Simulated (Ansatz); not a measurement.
(AlP)n off (charge +1): PBE0-D4/def2-TZVP single points in Ansatz on relaxed structures, gas phase. Each cluster is the lowest isomer that a short search found in that spin, judged at the geometry's level, and lower ones may exist. HOMO and LUMO are taken over both spins. Singlets are spin-restricted. The spins of the ions were chosen, not always searched. A dash marks a value that wasn't run or was left out as unsound. The structures are stationary points that may keep the symmetry of their start. Remarks come from the PBE and PBE0 runs and from stability tests at other levels; not every state was tested.

```tsv
species	atoms	state	geometry	HOMO (eV)	LUMO (eV)	gap (eV)	vertical EA (eV)	lowest of the spins relaxed	point group (within 0.1 Å)	remarks
Al2P2⁺	4	doublet; reduced ion singlet	B3LYP-D4/def2-TZVP	-11.00	-8.64	2.36	7.08	doublet, of doublet/quartet	D2h	–
Al4P3⁺	7	singlet	PBE-D4/def2-SVP	-9.92	-6.72	3.21	–	–	C2	restricted SCF unstable in HF
```

Estimate the rows for Al3P2⁺ (singlet, PBE-D4/def2-SVP geometry).


```json
{"species": "Al3P2⁺", "atoms": "5", "state": "singlet", "geometry": "PBE-D4/def2-SVP", "HOMO (eV)": "-10.13", "LUMO (eV)": "-7.83", "gap (eV)": "2.30", "vertical EA (eV)": "6.38", "lowest of the spins relaxed": "singlet, of singlet/triplet/quintet", "point group (within 0.1 Å)": "–"}
```

The gap (eV) runs from 2.30 (Al3P2⁺) to 3.21 (Al4P3⁺).
